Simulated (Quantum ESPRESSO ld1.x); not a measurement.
Task: These are the eigenvalues of the occupied orbitals of an atom or ion with whole-number occupations (eV). Method: Dirac Kohn-Sham, LDA (Slater exchange, Perdew-Zunger correlation), spin-unpolarised, spherical densities, point nucleus; computed with ld1.x of Quantum ESPRESSO 7.5.

1s1/2: -30443.1
2s1/2: -4796.20
2p1/2: -4501.91
2p3/2: -4250.42
3s1/2: -1090.48
3p1/2: -970.159
3p3/2: -923.520
3d3/2: -710.706
3d5/2: -700.969
4s1/2: -323.880
4p1/2: -281.514
4p3/2: -271.703
4d3/2: -202.111
4d5/2: -200.415

Which element is it, and in what charge state? The configuration may be excited. Open shells, if any, are shared by 2j + 1.

Result: Z = 51, antimony, charge +10: Sb10+ in [Kr] 4d5. The list shows which subshells hold electrons but not how many an open one holds; the 1s level, -1118.8 hartree, gives Z - s = 47.3 by -(Z - s)^2/2, which with screening and relativity narrows Z to a few neighbours, and the depths of the outer levels then fix element, charge and occupations together.
